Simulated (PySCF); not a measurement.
Input file for PySCF: R-MP2/6-31G* on C2H4 (SMILES C=C) with ghost functions, monomers drawn apart or pushed together.

```python
from pyscf import gto, scf, dft, mp
from pyscf.data.elements import chemcore

mol = gto.M(
    atom='''
    C     0.24603906    0.63662033   -0.02648911
    C    -0.24825794   -0.56693527    0.22071300
    H    -0.38747042    1.51424356   -0.07164536
    H     1.30483496    0.79460612   -0.19279116
    H     0.38520569   -1.44428183    0.26874276
    H    -1.30628034   -0.72486553    0.39055192
    ghost-C    0.34946587    0.61418820    6.40001807
    ghost-C   -0.34453610   -0.74166722    6.31869881
    ghost-H    1.32163058    0.53359615    6.89086282
    ghost-H   -0.24693728    1.33229957    6.96672407
    ghost-H    0.51293974    1.02824655    5.40387433
    ghost-H    0.25031968   -1.45618120    5.74669137
    ghost-H   -1.31623372   -0.65955983    5.82797496
    ghost-H   -0.50929334   -1.16616249    7.31128059
    ''',
    basis='6-31g*',
    cart=True,
    charge=0, spin=0, verbose=3, max_memory=1800)
mf = scf.RHF(mol)
mf.conv_tol = 1e-8
mf.max_cycle = 100
mf.kernel()
if not mf.converged:
    mf = mf.newton().run(mf.mo_coeff, mf.mo_occ)
pt = mp.MP2(mf, frozen=chemcore(mol)).run()
```

It printed:

```
converged SCF energy = -78.0314900282199
E(RMP2) = -78.2848509199831  E_corr = -0.253360891763149
E(SCS-RMP2) = -78.2859696302432  E_corr = -0.254479602023266
```

The calculation finished and met its thresholds.

Cost: around 1.1 core-seconds (rough).
